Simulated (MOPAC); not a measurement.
Job for MOPAC: AM1 on CH4OSn (SMILES [CH3][Sn][OH]), a point of a bond scan (R = 1.686 Å).

```
AM1 1SCF PRECISE CHARGE=0 THREADS=1
CH4OSn

Sn     0.02238006 1    -0.06360862 1     0.38858019 1
C      0.41947667 1     1.60722086 1    -0.98166041 1
H     -0.20201734 1     2.46931644 1    -0.72594186 1
H      0.20079564 1     1.28779189 1    -2.00052818 1
H      1.46422512 1     1.92099925 1    -0.91166492 1
O     -0.53752719 1    -1.25054683 1    -1.13046981 1
H     -0.99449001 1    -2.80118729 1    -0.65216657 1
```

It printed:

```
*******************************************************************************
 **                                                                           **
 **                              MOPAC v23.2.5                                **
 **                                                                           **
 *******************************************************************************
 ** MOPAC's Digital Object Identifier: https://doi.org/10.5281/zenodo.6511958 **
 **                                                                           **
 ** Please cite the open-source release paper for use of this MOPAC version:  **
 ** J. E. Moussa and J. J. P. Stewart (2026)                                  **
 ** MOPAC: An open-source semiempirical molecular orbital program             **
 ** J. Open Source Softw., 11(119), 8025, https://doi.org/10.21105/joss.08025 **
 *******************************************************************************

                              AM1 CALCULATION RESULTS

 *******************************************************************************
 *  AM1        - The AM1 Hamiltonian to be used
 *
 *
 *
 *                 CHARGE ON SYSTEM = 0
 *
 *
 *
 *  PRECISE    - TIGHTER CRITERIA TO BE USED
 *  1SCF       - DO 1 SCF AND THEN STOP
 *  THREADS=1  - MULTI-THREADING NOT USED
 *  T=         - A TIME OF 172800.0 SECONDS REQUESTED
 *  DUMP=N     - RESTART FILE WRITTEN EVERY 7200.0 SECONDS REQUESTED
 *******************************************************************************
AM1 1SCF PRECISE CHARGE=0 THREADS=1
 CH4OSn

   ATOM   CHEMICAL          X               Y               Z
  NUMBER   SYMBOL      (ANGSTROMS)     (ANGSTROMS)     (ANGSTROMS)

     1      Sn          0.02238006  *  -0.06360862  *   0.38858019  *
     2       C          0.41947667  *   1.60722086  *  -0.98166041  *
     3       H         -0.20201734  *   2.46931644  *  -0.72594186  *
     4       H          0.20079564  *   1.28779189  *  -2.00052818  *
     5       H          1.46422512  *   1.92099925  *  -0.91166492  *
     6       O         -0.53752719  *  -1.25054683  *  -1.13046981  *
     7       H         -0.99449001  *  -2.80118729  *  -0.65216657  *



          CARTESIAN COORDINATES

    NO.       ATOM           X           Y           Z

     1        Sn          0.0224     -0.0636      0.3886
     2         C          0.4195      1.6072     -0.9817
     3         H         -0.2020      2.4693     -0.7259
     4         H          0.2008      1.2878     -2.0005
     5         H          1.4642      1.9210     -0.9117
     6         O         -0.5375     -1.2505     -1.1305
     7         H         -0.9945     -2.8012     -0.6522

  H: (AM1): M.J.S. DEWAR ET AL, J. AM. CHEM. SOC. 107 3902-3909 (1985)
  C: (AM1): M.J.S. DEWAR ET AL, J. AM. CHEM. SOC. 107 3902-3909 (1985)
  O: (AM1): M.J.S. DEWAR ET AL, J. AM. CHEM. SOC. 107 3902-3909 (1985)
 Sn: (AM1): J. J. P. STEWART, J. MOL. MOD., 10, 155-164 (2004)

           Empirical Formula: C H4 O Sn  =     7 atoms



      MOLECULAR POINT GROUP   :   Cs


      RHF CALCULATION, NO. OF DOUBLY OCCUPIED LEVELS = 9


 -------------------------------------------------------------------------------
 AM1 1SCF PRECISE CHARGE=0 THREADS=1
 CH4OSn



     1SCF WAS SPECIFIED, SO BFGS WAS NOT USED
     SCF FIELD WAS ACHIEVED


                              AM1 CALCULATION
                                                       MOPAC v23.2.5 Linux




          FINAL HEAT OF FORMATION =         66.67039 KCAL/MOL =     278.94893 KJ/MOL


          COSMO AREA              =        116.20 SQUARE ANGSTROMS
          COSMO VOLUME            =        104.29 CUBIC ANGSTROMS

          IONIZATION POTENTIAL    =          7.734510 EV
          HOMO LUMO ENERGIES (EV) =         -7.735 -0.320
          NO. OF FILLED LEVELS    =          9
          MOLECULAR WEIGHT        =        150.7320         POINT GROUP:  Cs

          MOLECULAR DIMENSIONS (Angstroms)

            Atom       Atom       Distance
            H     7    H     3     5.33026
            H     4   Sn     1     2.37014
            H     3    H     5     1.73112


          SCF CALCULATIONS        =          1





   ATOM   CHEMICAL          X               Y               Z
  NUMBER   SYMBOL      (ANGSTROMS)     (ANGSTROMS)     (ANGSTROMS)

     1      Sn          0.02238006  *  -0.06360862  *   0.38858019  *
     2       C          0.41947667  *   1.60722086  *  -0.98166041  *
     3       H         -0.20201734  *   2.46931644  *  -0.72594186  *
     4       H          0.20079564  *   1.28779189  *  -2.00052818  *
     5       H          1.46422512  *   1.92099925  *  -0.91166492  *
     6       O         -0.53752719  *  -1.25054683  *  -1.13046981  *
     7       H         -0.99449001  *  -2.80118729  *  -0.65216657  *

                             CARTESIAN COORDINATES

   1   Sn        0.022380060    -0.063608620     0.388580190
   2    C        0.419476670     1.607220860    -0.981660410
   3    H       -0.202017340     2.469316440    -0.725941860
   4    H        0.200795640     1.287791890    -2.000528180
   5    H        1.464225120     1.920999250    -0.911664920
   6    O       -0.537527190    -1.250546830    -1.130469810
   7    H       -0.994490010    -2.801187290    -0.652166570


           Empirical Formula: C H4 O Sn  =     7 atoms



      MOLECULAR POINT GROUP   :   Cs


                  EIGENVALUES
 -31.83504 -27.73767 -13.77197 -12.57800 -12.56774 -11.36524 -10.66667 -10.33413
  -7.73451  -0.31987   0.01883   1.62548   2.68530   5.54126   5.72240   6.38422


              NET ATOMIC CHARGES AND DIPOLE CONTRIBUTIONS

  ATOM NO.   TYPE          CHARGE      No. of ELECS.   s-Pop       p-Pop
    1         Sn           0.931659        3.0683     1.90287     1.16547
    2          C          -0.669685        4.6697     1.26922     3.40047
    3          H           0.069440        0.9306     0.93056
    4          H           0.082549        0.9175     0.91745
    5          H           0.069440        0.9306     0.93056
    6          O          -0.727571        6.7276     1.91744     4.81013
    7          H           0.244167        0.7558     0.75583
 DIPOLE           X         Y         Z       TOTAL
 POINT-CHG.    -0.036    -2.394     6.743     7.156
 HYBRID        -0.101     0.999    -3.857     3.986
 SUM           -0.137    -1.395     2.886     3.208


          ATOMIC ORBITAL ELECTRON POPULATIONS

     Atom    s        px        py        pz
    1 Sn   1.90287   0.22313   0.41435   0.52799
    2  C   1.26922   1.01661   1.20664   1.17722
    3  H   0.93056
    4  H   0.91745
    5  H   0.93056
    6  O   1.91744   1.78543   1.32909   1.69561
    7  H   0.75583

 **********************
 *                    *
 * JOB ENDED NORMALLY *
 *                    *
 **********************




 == MOPAC DONE ==
```

The run finished.

Cost: about 0.020 core-seconds (a rough figure).
